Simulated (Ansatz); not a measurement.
The cluster Sn2O6H4, relaxed as a singlet with RKS r2SCAN-D4/def2-SVP in Ansatz, starting from the GFN1-xTB geometry. Force threshold 0.02 eV/Å.

In the def2 sets Sn takes a core potential; there is no spin–orbit coupling. The structure holds one bond between oxygen atoms, so isomers without such links may lie far lower. Another isomer (singlet) lies 1.81 eV lower at PBE0-D4/def2-TZVP; other spin states weren't run for this one.

Start:

Cartesian coordinates in Å:
```
Sn -0.4534 1.3516 -0.9301
Sn 0.9651 -1.0355 0.5027
O -0.3195 -1.0831 2.0301
O 2.3383 -2.0626 0.0337
O 0.0043 1.8808 -2.5475
O -1.4080 -0.3093 1.6742
O 1.1960 1.0328 0.3589
O -0.6113 -0.7775 -0.8718
H -1.4878 1.7137 0.2648
H 2.0693 1.3361 0.1349
H -0.3859 -1.1678 -1.7109
H -1.9073 -0.8792 1.0611
```

```
        step  energy (eV)  largest force component (eV/Å)  SCF passes
           1  -23994.7648                           3.520          23
           2  -23995.3864                           0.812          29
           3  -23995.4501                           0.461          24
           4  -23995.4661                           0.563          23
           5  -23995.4777                           0.337          23
           6  -23995.4779                           0.280          24
           7  -23995.4877                           0.277          24
8 (rejected)  -23995.4873                           0.167          23
           9  -23995.4913                           0.019          24
          10  -23995.4919                           0.022          24
          11  -23995.4919                           0.021          25
          12  -23995.4920                           0.007          17
```

Force components are those of the run's own axes.

End:

```
atom   x (Å)   y (Å)   z (Å)
 Sn1  -0.509   1.433  -0.984
 Sn2   1.004  -1.177   0.504
  O3  -0.311  -1.259   2.043
  O4   2.510  -2.067  -0.093
  O5   0.280   1.895  -2.586
  O6  -1.289  -0.231   1.764
  O7   1.074   0.959   0.424
  O8  -0.555  -0.751  -0.919
  H9  -1.773   1.799   0.082
 H10   1.935   1.274   0.096
 H11  -0.326  -1.098  -1.799
 H12  -2.039  -0.777   1.469
```

By distances, no bond broke or formed. The bond that changes most is Sn1–O5, from 1.76 to 1.84 Å (atoms count from 1).

The force fell under the threshold at step 9, but the optimiser went on. No frequencies were taken in this run, so the end may be a saddle point.

It took 33 s on 4 threads of Arm Neoverse V2 on a shared host.
